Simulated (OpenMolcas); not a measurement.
An OpenMolcas run meant for Tc4+ (ANO-RCC-VDZ, X2C; inactive shells 1s 2s 2p 3s 3p 3d 4s 4p; intended active space 3 electrons in 5 orbitals (4d)). One step of its input:

```
&CASPT2
Multistate=10 1 2 3 4 5 6 7 8 9 10
Frozen=8 6
IPEA=-0.1
Imaginary=0.1
MaxIter=60
WThr=0.0 0.3 0.05
PrWF=0.5
NoMix
```

The run finished. Its levels beside those of a sound run (SS-CASPT2, IPEA 0.25 Eh, imaginary shift 0.1 Eh (closed shells correlated: 4s 4p)), in cm⁻¹ above each run's lowest level:

| Level | This run | Usual run |
| --- | --- | --- |
| 4d³ ⁴F_3/2 | 0.0 | 0.0 |
| 4d³ ⁴F_5/2 | 1058 | 1055 |
| 4d³ ⁴F_7/2 | 2382 | 2379 |
| 4d³ ⁴F_9/2 | 3861 | 3861 |
| 4d³ ⁴P_1/2 | 12780 | 12906 |
| 4d³ ⁴P_3/2 | 12884 | 13019 |
| 4d³ ⁴P_5/2 | 14385 | 14512 |
| 4d³ ²G_7/2 | 15127 | 15427 |
| 4d³ ²G_9/2 | 16157 | 16437 |
| 4d³ ²D_3/2 [75 %] | 17874 | 18171 |
| 4d³ ²P_1/2 | 20435 | 20634 |
| 4d³ ²D_5/2 | 20308 | 20642 |
| 4d³ ²H_9/2 | 21394 | 21587 |
| 4d³ ²H_11/2 | 21918 | 22095 |

Question: Which setting is unsound, and how much does it matter here?

Answer: The IPEA shift is negative. Against the sound run the excited levels shown move by 170 cm-1 on average and by 330 cm-1 at most.

Term energies are means over components that CASPT2 splits; among the terms shown or strongly mixed into the levels shown the widest spread is 1500 cm-1 (4d³ ²H, this run). Some high roots are left out of the spin-orbit mixing, which shifts the levels that they would mix with. The CASPT2 spread within a term exceeds the gap to the next term for 4d³ ²P and 4d³ ²H, so the order of their levels is uncertain. The basis is small and was not contracted for so high a charge. Only configurations of the active space appear.

A share in square brackets marks a mixed level and gives the weight of the term that names it, the lowest over the columns.
